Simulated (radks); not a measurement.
Values are calculated unless marked as measured or tabulated.
Task: Radial electron density D(r) = 4 pi r^2 rho(r) of an atom or ion with 10 electrons. Level of theory: non-relativistic Kohn-Sham, LDA (Slater exchange, Perdew-Wang correlation), spin-polarised, spherical densities, point nucleus (a radial shooting solver on a logarithmic mesh with Libxc functionals).

```
   r/bohr * D(r) (the largest magnitude, 13.2, reaches the edge; | marks zero)
  0.01279 |      *
  0.01575 |         *
  0.01923 |            *
  0.02368 |                 *
  0.02892 |                       *
  0.03561 |                              *
  0.04349 |                                     *
  0.05355 |                                             *
  0.06541 |                                                  *
  0.08053 |                                                      *
  0.09836 |                                                      *
   0.1211 |                                                 *
   0.1479 |                                          *
   0.1821 |                                   *
   0.2224 |                               *
   0.2739 |                               *
   0.3345 |                                    *
   0.4118 |                                          *
    0.503 |                                             *
   0.6193 |                                         *
   0.7564 |                                *
   0.9314 |                     *
    1.138 |           *
    1.401 |    *
    1.711 | *
    2.106 *
    2.572 *
```

What is the nuclear charge?

Result: Z = 12. The innermost maximum, from 1s, lies near 1/Z = 0.0833 bohr (found: 0.0879), and its height grows with Z. The density is that of the magnesium ion Mg2+ in [Ne]; the configuration itself is not fixed sharply by these data, and Z only to about a unit. D(r) has 2 maxima, at r = 0.0879, 0.499 bohr, and minima at 0.241 bohr, inside which lie 2.22 electrons.
